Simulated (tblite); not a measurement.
Species: (SiH3)2PPF2, F2H6P2Si2.
Z-matrix (Å and degrees, GFN2-xTB geometry), rows numbered from 1:
```
F 
P   1  1.6176
F   2  1.6178  1   94.24
P   2  2.1665  1   99.01  3    99.82
Si  4  2.2481  2   91.03  1  -176.39
Si  4  2.2481  2   91.03  1    80.84
H   5  1.4666  4  111.93  2   -43.80
H   5  1.4602  4  105.16  2  -163.95
H   5  1.4617  4  106.74  2    76.91
H   6  1.4603  4  105.16  2   163.92
H   6  1.4666  4  111.94  2    43.74
H   6  1.4617  4  106.72  2   -76.94
```

Computed with GFN2-xTB (tblite): harmonic, unscaled wavenumbers at the GFN2-xTB geometry, gas phase. The method is semi-empirical: single wavenumbers can be off by several per cent or more. Modes of hydrogen on silicon can be 10 to 20 % off. One conformer, not necessarily the lowest.

Harmonic wavenumbers (cm⁻¹): 44.1, 71.1, 79.3, 91.1, 97.4, 117.6, 219.0, 243.4, 342.9, 432.1, 463.4, 474.5, 489.5, 529.2, 540.2, 571.2, 701.3, 735.8, 741.5, 745.5, 747.5, 762.7, 763.5, 774.6, 2215.9, 2227.7, 2267.7, 2271.9, 2282.3, 2294.0.

A = 1713, B = 1319, C = 844.7 MHz; mass 161.945 u (most abundant isotopes); point group Cs, symmetry number 1.

What is the zero-point energy?

Half the sum of the wavenumbers: 12169 cm⁻¹ = 145.57 kJ/mol.

What is S at 500 K and 1 bar for an ideal gas of classical rigid rotors and harmonic oscillators?

Translation 183.05, rotation 129.92, vibration 225.65: S = 538.6 J/(mol K).

And Cp and H(500 K) − H(0)?

Cp = 204.75 J/(mol K), of which vibrations give 171.49 (their classical limit is 30 R = 249.4); H(500 K) − H(0) = 69.74 kJ/mol without the zero-point energy, 53.11 from vibrations.

Blend soft modes into free rotors: weight 1/[1 + (100 cm⁻¹/ν̃)⁴] for the oscillator and the rest for a rotor with moment μB/(μ + B), μ = h/(8π²ν), B = 10⁻⁴⁴ kg m². What vibrational entropy results?

202.33 J/(mol K) in place of 225.65, which changes −T·S at 500 K by +11.66 kJ/mol.

Which modes carry the vibrational entropy at 500 K?

44.1 cm⁻¹: 25.48; 71.1 cm⁻¹: 21.52; 79.3 cm⁻¹: 20.62; 91.1 cm⁻¹: 19.47; 97.4 cm⁻¹: 18.92; 117.6 cm⁻¹: 17.36 J/(mol K); the other 24 give 102.28 together.

What must be added to the electronic energy to get the Gibbs energy at 500 K and 1 bar?

ZPE + [H(500 K) − H(0)] − T·S = 145.57 + 69.74 − 269.31 = -54.00 kJ/mol.

Hindered rotation and anharmonicity are outside this model. Other conformers, if any are populated, would add a mixing term that is left out.
